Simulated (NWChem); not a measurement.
System: C5H8; SMILES C1(=C)CCC1

Here is an NWChem input.

```
start job
memory heap 200 mb stack 900 mb global 1100 mb
geometry units angstroms
  C      0.151253     0.000000    -1.927726
  C     -0.060998     0.000000    -0.614584
  C     -0.136906     1.086083     0.437478
  C      0.157385     0.000000     1.500607
  C     -0.136906    -1.086083     0.437478
  H      0.243222    -0.935009    -2.488027
  H      0.243222     0.935008    -2.488028
  H      0.568217     1.927119     0.347214
  H     -1.155016     1.500429     0.533130
  H      1.213523    -0.000000     1.807383
  H     -0.469695    -0.000000     2.403747
  H     -1.155016    -1.500429     0.533130
  H      0.568217    -1.927119     0.347214
end
basis spherical
  * library 6-31g*
end
dft
  xc b3lyp
  iterations 150
end
driver
  maxiter 120
end
task dft optimize
task dft freq
```

Parts of the log:

```
             Northwest Computational Chemistry Package (NWChem) 7.3.0
             --------------------------------------------------------

 CS  symmetry detected

                             Geometry "geometry" -> ""
                             -------------------------

 Output coordinates in angstroms (scale by  1.889725989 to convert to a.u.)

  No.       Tag          Charge          X              Y              Z
 ---- ---------------- ---------- -------------- -------------- --------------
    1 C                    6.0000     0.10124546    -1.93108298     0.00000000
    2 C                    6.0000    -0.07509974    -0.61263891     0.00000000
    3 C                    6.0000    -0.12227581     0.44110247     1.08608300
    4 C                    6.0000     0.20091126     1.49580650     0.00000000
    5 C                    6.0000    -0.12227581     0.44110247    -1.08608300
    6 H                    1.0000     0.17789338    -2.49368512    -0.93500850
    7 H                    1.0000     0.17789338    -2.49368512     0.93500850
    8 H                    1.0000     0.58012201     0.33163402     1.92711900
    9 H                    1.0000    -1.13739711     0.56449621     1.50042900
   10 H                    1.0000     1.26502595     1.77365342     0.00000000
   11 H                    1.0000    -0.40129471     2.41571908     0.00000000
   12 H                    1.0000    -1.13739711     0.56449621    -1.50042900
   13 H                    1.0000     0.58012201     0.33163402    -1.92711900

 Effective nuclear repulsion energy (a.u.)     167.6992595048

      Symmetry information
      --------------------

 Group name             Cs
 Group number              2
 Group order               2
 No. of unique centers     9

                                Z-matrix (autoz)
                                --------

 Units are Angstrom for bonds and degrees for angles

[...]

      ----------------------
      Optimization converged
      ----------------------

  Step       Energy      Delta E   Gmax     Grms     Xrms     Xmax
  ---- ---------------- -------- -------- -------- -------- --------
@    3    -195.29147026 -2.4D-06  0.00013  0.00004  0.00067  0.00157
                                     ok       ok       ok       ok

                                Z-matrix (autoz)
                                --------

 Units are Angstrom for bonds and degrees for angles

[...]

 Rotational Constants
 --------------------
 A=   0.346397 cm-1  (  0.498377 K)
 B=   0.153017 cm-1  (  0.220152 K)
 C=   0.115034 cm-1  (  0.165504 K)

 Temperature                      =   298.15K
 frequency scaling parameter      =   1.0000

 Zero-Point correction to Energy  =   72.391 kcal/mol  (  0.115362 au)
 Thermal correction to Energy     =   75.571 kcal/mol  (  0.120430 au)
 Thermal correction to Enthalpy   =   76.163 kcal/mol  (  0.121374 au)

 Total Entropy                    =   71.322 cal/mol-K
   - Translational                =   38.554 cal/mol-K (mol. weight =  68.0626)
   - Rotational                   =   25.073 cal/mol-K (symmetry #  =        1)
   - Vibrational                  =    7.695 cal/mol-K

 Cv (constant volume heat capacity) =   18.464 cal/mol-K
   - Translational                  =    2.979 cal/mol-K
   - Rotational                     =    2.979 cal/mol-K
   - Vibrational                    =   12.505 cal/mol-K

[normal modes left out]

 ----------------------------------------------------------------------------
 Normal Eigenvalue ||           Projected Infra Red Intensities
  Mode   [cm**-1]  || [atomic units] [(debye/angs)**2] [(KM/mol)] [arbitrary]
 ------ ---------- || -------------- ----------------- ---------- -----------
    1       -0.000 ||    0.000041           0.001         0.040       0.054
    2       -0.000 ||    0.000000           0.000         0.000       0.001
    3       -0.000 ||    0.000078           0.002         0.076       0.101
    4       -0.000 ||    0.000039           0.001         0.038       0.050
    5       -0.000 ||    0.000006           0.000         0.006       0.008
    6        0.000 ||    0.000025           0.001         0.024       0.032
    7      106.022 ||    0.000020           0.000         0.019       0.026
    8      354.575 ||    0.000099           0.002         0.096       0.129
    9      384.713 ||    0.004501           0.104         4.388       5.848
   10      648.719 ||    0.000114           0.003         0.112       0.149
   11      666.100 ||    0.001455           0.034         1.418       1.890
   12      753.032 ||    0.001985           0.046         1.935       2.579
   13      818.460 ||    0.000104           0.002         0.101       0.135
   14      892.382 ||    0.001764           0.041         1.719       2.292
   15      904.643 ||    0.038796           0.895        37.820      50.406
   16      916.482 ||    0.001012           0.023         0.986       1.314
   17      932.855 ||    0.000840           0.019         0.819       1.091
   18      975.913 ||    0.000298           0.007         0.291       0.388
   19     1054.449 ||    0.000128           0.003         0.125       0.166
   20     1107.091 ||    0.000101           0.002         0.099       0.132
   21     1199.691 ||    0.001991           0.046         1.941       2.587
   22     1233.942 ||    0.001066           0.025         1.039       1.384
   23     1234.353 ||    0.000099           0.002         0.096       0.128
   24     1258.435 ||    0.000008           0.000         0.008       0.011
   25     1280.566 ||    0.001010           0.023         0.985       1.313
   26     1299.141 ||    0.000250           0.006         0.244       0.325
   27     1465.254 ||    0.000456           0.011         0.444       0.592
   28     1492.104 ||    0.001668           0.038         1.626       2.167
   29     1504.620 ||    0.001380           0.032         1.345       1.793
   30     1529.937 ||    0.000089           0.002         0.087       0.116
   31     1766.559 ||    0.017527           0.404        17.086      22.772
   32     3045.425 ||    0.046948           1.083        45.767      60.997
   33     3049.749 ||    0.014640           0.338        14.272      19.021
   34     3079.307 ||    0.041200           0.951        40.164      53.530
   35     3097.118 ||    0.023732           0.548        23.135      30.834
   36     3099.982 ||    0.021015           0.485        20.487      27.304
   37     3132.366 ||    0.050002           1.154        48.745      64.966
   38     3151.258 ||    0.009782           0.226         9.536      12.710
   39     3226.912 ||    0.015902           0.367        15.502      20.661
 ----------------------------------------------------------------------------
```

Level: B3LYP/6-31G* (spherical d).
